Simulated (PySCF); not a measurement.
Species: C4H8O2P (charge -1).
Atom-mapped SMILES: `[CH3:1][P@:2](=[O:3])([O-:4])[CH:5]1[CH2:6][CH2:7]1` (hydrogens: H8, H9, H10 on C1; H11 on C5; H12, H13 on C6; H14, H15 on C7)

All values: PBE0/pcSseg-1 (PySCF, non-relativistic), on one gas-phase PBE0-D3(BJ)/def2-SVP geometry that isn't relaxed in the solvent. The solvent is an IEF-PCM continuum (Bondi radii, 1.10 Å for H, scaled by 1.2). Specific hydrogen bonds and non-electrostatic terms are outside this model.

Gas phase at PBE0/pcSseg-1: HOMO -1.89 eV, LUMO 5.08 eV.

**Question.** What does the continuum do to the energy and the frontier levels at PBE0/pcSseg-1 in chloroform and dimethylsulfoxide?

**Answer.** 
```tsv
solvent	ε	E(solvent) − E(gas) (kcal/mol)	polarisation term (kcal/mol)	distortion of the solute (kcal/mol)	HOMO (eV)	LUMO (eV)
chloroform	4.711	-49.64	-51.65	2.01	-5.50	2.50
dimethylsulfoxide	46.83	-63.46	-67.40	3.94	-6.41	1.92
```

The first energy column is the sum of the next two and covers electrostatics alone. From chloroform to dimethylsulfoxide the lowering changes by a factor 1.28, Born's factor 1 − 1/ε by 1.24 and ε itself by 9.9.

**Question.** Which radius a makes Born's formula ΔE = −(q²/2a)(1 − 1/ε) give the value in dimethylsulfoxide?

**Answer.** a = q²(1 − 1/ε)/(2|ΔE|) = 2.56 Å, with q = -1 e and |ΔE| = 0.1011 Eh; the farthest nucleus lies 3.09 Å from the centroid of the nuclei. The formula assumes a point charge at the centre of a sphere.

**Question.** Which IAO charges (PBE0/pcSseg-1) respond most in chloroform (means over atoms taken as equivalent)?

**Answer.** 
| atoms | environment | gas (e) | solvent (e) | change |
| --- | --- | --- | --- | --- |
| O4 | oxygen bonded to P | -1.016 | -1.048 | -0.032 |
| O3 | oxygen bonded to P | -1.026 | -1.052 | -0.026 |
| H12 | methylene hydrogen | +0.112 | +0.134 | +0.022 |
| H14 | methylene hydrogen | +0.114 | +0.134 | +0.020 |
| H8/H9/H10 | methyl hydrogen | +0.128 | +0.140 | +0.012 |
| H11 | methine hydrogen | +0.125 | +0.137 | +0.012 |
| C5 | sp3 carbon bound to phosphorus | -0.416 | -0.426 | -0.010 |
| P2 | phosphoryl phosphorus | +1.712 | +1.705 | -0.007 |
| C1 | sp3 carbon bound to phosphorus | -0.704 | -0.711 | -0.007 |
| H15 | methylene hydrogen | +0.154 | +0.147 | -0.007 |
| C7 | three-membered-ring carbon | -0.286 | -0.288 | -0.002 |
| C6 | three-membered-ring carbon | -0.297 | -0.294 | +0.003 |

**Question.** Which Mayer bond orders change most in chloroform?

**Answer.** 
```json
{"bond": "P2–O4", "length (Å)": "1.510", "gas": "1.740", "solvent": "1.699", "change": "-0.041"}
{"bond": "C1–P2", "length (Å)": "1.852", "gas": "0.885", "solvent": "0.920", "change": "+0.035"}
{"bond": "P2–C5", "length (Å)": "1.849", "gas": "0.799", "solvent": "0.827", "change": "+0.028"}
{"bond": "P2–O3", "length (Å)": "1.519", "gas": "1.651", "solvent": "1.626", "change": "-0.025"}
{"bond": "C7–C5", "length (Å)": "1.501", "gas": "0.961", "solvent": "0.952", "change": "-0.009"}
{"bond": "C1–H8", "length (Å)": "1.102", "gas": "0.967", "solvent": "0.959", "change": "-0.008"}
{"bond": "C5–H11", "length (Å)": "1.096", "gas": "0.950", "solvent": "0.944", "change": "-0.006"}
{"bond": "C6–C7", "length (Å)": "1.497", "gas": "0.987", "solvent": "0.982", "change": "-0.005"}
```

**Question.** How do the nuclear quadrupole coupling constants eQVzz/h respond in chloroform?

**Answer.** 
```json
{"nucleus": "17O at O3", "Q (barn)": "-0.0256", "gas (MHz)": "-5.12", "solvent (MHz)": "-5.13", "η gas": "0.11", "η solvent": "0.11"}
{"nucleus": "17O at O4", "Q (barn)": "-0.0256", "gas (MHz)": "-5.19", "solvent (MHz)": "-5.13", "η gas": "0.09", "η solvent": "0.12"}
```

The values belong to the conformer `[CH3:1][P@:2](=[O:3])([O-:4])[CH:5]1[CH2:6][CH2:7]1`: C1–P2–C5–C6 -76°.
